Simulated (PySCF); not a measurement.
# Vertical excitation energies

Species: thioanisole, C7H8S.
InChI=1S/C7H8S/c1-8-7-5-3-2-4-6-7/h2-6H,1H3

Method used: TDDFT B3LYP/def2-SVPD, vertical, gas phase, core orbitals frozen in the response in PySCF 2.14.0, density-fitted response routines. The structure is a single GFN2-xTB conformer in the gas phase; no vibrational or solvent corrections. Torsions of this conformer, `[CH3:1][S:2][c:3]1[cH:4][cH:5][cH:6][cH:7][cH:8]1`: C1–S2–C3–C4 1°.

**Question.** What does the calculation give for the low-lying excited states?

**Answer.** 

| state | λ (nm) | E (eV) | f | main configurations (H = HOMO, L = LUMO) |
| --- | --- | --- | --- | --- |
| S1 | 270.1 | 4.59 | 0.014 | H→L (88%) |
| S2 | 246.3 | 5.03 | 0.240 | H→L+1 (88%) |
| S3 | 243.1 | 5.10 | 0.0021 | H→L+2 (91%) |
| S4 | 224.2 | 5.53 | 0.0054 | H→L+3 (89%) |
| S5 | 211.1 | 5.87 | 0.012 | H→L+4 (96%) |
| S6 | 203.3 | 6.10 | 0.056 | H-1→L+1 (52%), H-2→L (28%), H-1→L (9%) |
| S7 | 193.8 | 6.40 | 0.0016 | H→L+5 (87%) |
| S8 | 190.6 | 6.51 | 0.186 | H-1→L (61%), H-2→L+1 (14%), H-1→L+1 (10%) |

Triplets (Tamm–Dancoff): T1 3.79 eV, H→L+1 (60%), H→L (24%); T2 4.05 eV, H→L (69%), H→L+1 (27%); T3 4.62 eV, H-1→L (79%), H-1→L+1 (9%).

The lowest singlet lies at 4.59 eV (270 nm, ultraviolet) and is weak; its leading configuration is HOMO→LUMO (88%). The most intense listed level is S2 at 5.03 eV (246 nm, f = 0.240), 0.44 eV above S1. Löwdin shares by element: HOMO sulfur 46%, carbon 29% or more (atoms not listed hold the other 25%); LUMO carbon 70% or more (atoms not listed hold the other 30%). Weighted by f, the mean energy of these states is 5.70 eV. The oscillator strengths of these states sum to 0.517; summed over the whole spectrum of an exact calculation they would give the number of electrons, 66 (Thomas–Reiche–Kuhn). The listed states span 1.92 eV. No computed singlet lies in the visible range (380 to 750 nm); the lowest, at 270 nm, stands 1.33 eV above its violet end (3.26 eV). Singlets were solved by full linear response, triplets in the Tamm–Dancoff approximation.

Time: 46 s of wall time. Hardware: one thread of an Arm Neoverse V1, no GPU (shared host).
